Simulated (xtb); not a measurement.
trans-ethylamine (C₂H₇N), singlet, geometry from GFN2-xTB; GFN2-xTB (xtb).

xtb was given this input:
```
$ xtb mol.xyz --gfn 2 --opt --json

# file mol.xyz
10

C      1.21347580    -0.33489211    -0.00053948
C     -0.01511352     0.57959694    -0.00065065
N     -1.29044637    -0.11469946     0.00111158
H      2.12582993     0.25587901    -0.00190763
H      1.21478843    -0.97056086     0.88382899
H      1.21344556    -0.97257980    -0.88345425
H      0.00625613     1.22117055    -0.88594093
H      0.00760037     1.22319154     0.88313798
H     -1.36186295    -0.71028181     0.82013011
H     -1.36310650    -0.71215141    -0.81643455
```

Task: Predict the main parts of the log of this xtb run.

Result: 
```
   ID    Z sym.   atoms
    1    6 C      1, 2
    2    7 N      3
    3    1 H      4-10

           -------------------------------------------------
          |                Calculation Setup                |
           -------------------------------------------------

           -------------------------------------------------
          |                 G F N 2 - x T B                 |
           -------------------------------------------------

          ...................................................
          :                      SETUP                      :
          :.................................................:
          :  # basis functions                  19          :
          :  # atomic orbitals                  19          :
          :  # shells                           13          :
          :  # electrons                        20          :
          :  max. iterations                   250          :
          :  Hamiltonian                  GFN2-xTB          :
          :  restarted?                      false          :
          :  GBSA solvation                  false          :
          :  PC potential                    false          :
          :  electronic temp.          300.0000000     K    :
          :  accuracy                    1.0000000          :
          :  -> integral cutoff          0.2500000E+02      :
          :  -> integral neglect         0.1000000E-07      :
          :  -> SCF convergence          0.1000000E-05 Eh   :
          :  -> wf. convergence          0.1000000E-03 e    :
          :  Broyden damping             0.4000000          :
          :  net charge                          0          :
          :  unpaired electrons                  0          :
          ...................................................

 iter      E             dE          RMSdq      gap      omega  full diag
   1    -10.8796695 -0.108797E+02  0.293E+00   11.32       0.0  T
   2    -10.8988367 -0.191672E-01  0.156E+00   11.61       1.0  T
   3    -10.8996173 -0.780658E-03  0.672E-01   11.67       1.0  T
   4    -10.8996856 -0.682823E-04  0.895E-02   11.59       1.0  T
   5    -10.8996895 -0.387666E-05  0.435E-02   11.59       1.0  T
   6    -10.8996899 -0.438762E-06  0.956E-03   11.59       3.3  T
   7    -10.8996901 -0.109525E-06  0.181E-03   11.59      17.5  T
   8    -10.8996901 -0.160940E-08  0.239E-04   11.59     132.5  T
   9    -10.8996901 -0.465068E-10  0.885E-05   11.59     357.2  T

   *** convergence criteria satisfied after 9 iterations ***

         :::::::::::::::::::::::::::::::::::::::::::::::::::::
         ::                     SUMMARY                     ::
         :::::::::::::::::::::::::::::::::::::::::::::::::::::
         :: total energy             -10.754860533824 Eh    ::
         :: gradient norm              0.000027069694 Eh/a0 ::
         :: HOMO-LUMO gap             11.590024680339 eV    ::
         ::.................................................::
         :: SCC energy               -10.899689107821 Eh    ::
         :: -> isotropic ES            0.012230219591 Eh    ::
         :: -> anisotropic ES          0.004057854961 Eh    ::
         :: -> anisotropic XC          0.009710911637 Eh    ::
         :: -> dispersion             -0.003453942098 Eh    ::
         :: repulsion energy           0.144828573996 Eh    ::
         :: add. restraining           0.000000000000 Eh    ::
         :: total charge               0.000000000000 e     ::
         :::::::::::::::::::::::::::::::::::::::::::::::::::::

      -----------------------------------------------------------
     |                   =====================                   |
     |                        A N C O P T                        |
     |                   =====================                   |
     |               Approximate Normal Coordinate               |
     |                Rational Function Optimizer                |
      -----------------------------------------------------------
      -----------------------------------------------------------
     |                   =====================                   |
     |                        A N C O P T                        |
     |                   =====================                   |
     |               Approximate Normal Coordinate               |
     |                Rational Function Optimizer                |
      -----------------------------------------------------------

          ...................................................
          :                      SETUP                      :
          :.................................................:
          :   optimization level            normal          :
          :   max. optcycles                   200          :
          :   ANC micro-cycles                  20          :
          :   degrees of freedom                24          :
          :.................................................:
          :   RF solver                   davidson          :
          :   write xtbopt.log                true          :
          :   linear?                        false          :
          :   energy convergence         0.5000000E-05 Eh   :
          :   grad. convergence          0.1000000E-02 Eh/α :
          :   maxmium RF displ.          1.0000000          :
          :   Hlow (freq-cutoff)         0.1000000E-01      :
          :   Hmax (freq-cutoff)         5.0000000          :
          :   S6 in model hess.         20.0000000          :
          ...................................................

generating ANC from exact Hessian ...
Using Lindh-Hessian (1995)
 Shifting diagonal of input Hessian by    0.0000000000000000
 Lowest  eigenvalues of input Hessian
    0.000000    0.000000    0.000000    0.000000    0.000000    0.000000
    0.010270    0.015437    0.018568    0.041630    0.054179    0.064531
[...]
 * total energy  :   -10.7548605 Eh     change       -0.1710099E-10 Eh
   *** GEOMETRY OPTIMIZATION CONVERGED AFTER 1 ITERATIONS ***
[...]
          ...................................................

 iter      E             dE          RMSdq      gap      omega  full diag
   1    -10.8996901 -0.108997E+02  0.660E-07   11.59       0.0  T
   2    -10.8996901 -0.355271E-14  0.356E-07   11.59   88927.8  T
   3    -10.8996901  0.142109E-13  0.989E-08   11.59  100000.0  T

   *** convergence criteria satisfied after 3 iterations ***

         :::::::::::::::::::::::::::::::::::::::::::::::::::::
         ::                     SUMMARY                     ::
         :::::::::::::::::::::::::::::::::::::::::::::::::::::
         :: total energy             -10.754860533841 Eh    ::
         :: gradient norm              0.000027051839 Eh/a0 ::
         :: HOMO-LUMO gap             11.590040020368 eV    ::
         ::.................................................::
         :: SCC energy               -10.899689107838 Eh    ::
         :: -> isotropic ES            0.012230351627 Eh    ::
         :: -> anisotropic ES          0.004057948194 Eh    ::
         :: -> anisotropic XC          0.009710888793 Eh    ::
         :: -> dispersion             -0.003453949002 Eh    ::
         :: repulsion energy           0.144828573996 Eh    ::
         :: add. restraining           0.000000000000 Eh    ::
         :: total charge              -0.000000000000 e     ::
         :::::::::::::::::::::::::::::::::::::::::::::::::::::

           -------------------------------------------------
          |                Property Printout                |
           -------------------------------------------------

    * Orbital Energies and Occupations

         #    Occupation            Energy/Eh            Energy/eV
      -------------------------------------------------------------
         1        2.0000           -0.6273756             -17.0718
         2        2.0000           -0.5920097             -16.1094
         3        2.0000           -0.5665018             -15.4153
         4        2.0000           -0.5285555             -14.3827
         5        2.0000           -0.5012985             -13.6410
         6        2.0000           -0.4861786             -13.2296
         7        2.0000           -0.4769077             -12.9773
         8        2.0000           -0.4534263             -12.3384
         9        2.0000           -0.4316628             -11.7461
        10        2.0000           -0.3656535              -9.9499 (HOMO)
        11                          0.0602726               1.6401 (LUMO)
        12                          0.1102556               3.0002
        13                          0.1350295               3.6743
        14                          0.1462460               3.9796
        15                          0.1717118               4.6725
        16                          0.2103635               5.7243
        17                          0.2243183               6.1040
        18                          0.2542662               6.9189
        19                          0.2891091               7.8671
      -------------------------------------------------------------
                  HL-Gap            0.4259261 Eh           11.5900 eV
             Fermi-level           -0.1526904 Eh           -4.1549 eV

     #   Z          covCN         q      C6AA      α(0)
     1   6 C        3.750    -0.111    22.685     6.793
     2   6 C        3.730     0.020    20.335     6.437
     3   7 N        2.628    -0.343    28.845     7.977
     4   1 H        0.925     0.033     2.539     2.492
     5   1 H        0.925     0.031     2.567     2.505
     6   1 H        0.925     0.031     2.567     2.505
     7   1 H        0.924     0.033     2.540     2.492
     8   1 H        0.924     0.033     2.540     2.492
     9   1 H        0.860     0.136     1.501     1.919
    10   1 H        0.860     0.136     1.501     1.919

 Mol. C6AA /au·bohr⁶  :        626.911556
 Mol. C8AA /au·bohr⁸  :      12367.820728
 Mol. α(0) /au        :         37.532649

Wiberg/Mayer (AO) data.
largest (>0.10) Wiberg bond orders for each atom

 ---------------------------------------------------------------------------
     #   Z sym  total        # sym  WBO       # sym  WBO       # sym  WBO
 ---------------------------------------------------------------------------
     1   6 C    3.997 --     2 C    1.005     5 H    0.988     6 H    0.988
                             4 H    0.987
     2   6 C    3.987 --     3 N    1.029     1 C    1.005     7 H    0.976
                             8 H    0.976
     3   7 N    3.009 --     2 C    1.029     9 H    0.968    10 H    0.968
     4   1 H    0.999 --     1 C    0.987
     5   1 H    0.999 --     1 C    0.988
     6   1 H    0.999 --     1 C    0.988
     7   1 H    0.999 --     2 C    0.976
     8   1 H    0.999 --     2 C    0.976
     9   1 H    0.982 --     3 N    0.968
    10   1 H    0.982 --     3 N    0.968
 ---------------------------------------------------------------------------

Topologies differ in total number of bonds
Writing topology from bond orders to xtbtopo.mol

molecular dipole:
                 x           y           z       tot (Debye)
 q only:        0.162      -0.144       0.000
   full:        0.407      -0.438       0.000       1.521
molecular quadrupole (traceless):
                xx          xy          yy          xz          yz          zz
 q only:       -0.974       1.083       0.500      -0.000      -0.001       0.474
  q+dip:       -3.214       2.142       1.189       0.002      -0.001       2.025
   full:       -2.919       2.334       1.138       0.001      -0.001       1.780

optimized geometry written to: xtbopt.xyz

           -------------------------------------------------
          | TOTAL ENERGY              -10.754860533841 Eh   |
          | GRADIENT NORM               0.000027051839 Eh/α |
          | HOMO-LUMO GAP              11.590040020368 eV   |
           -------------------------------------------------
```
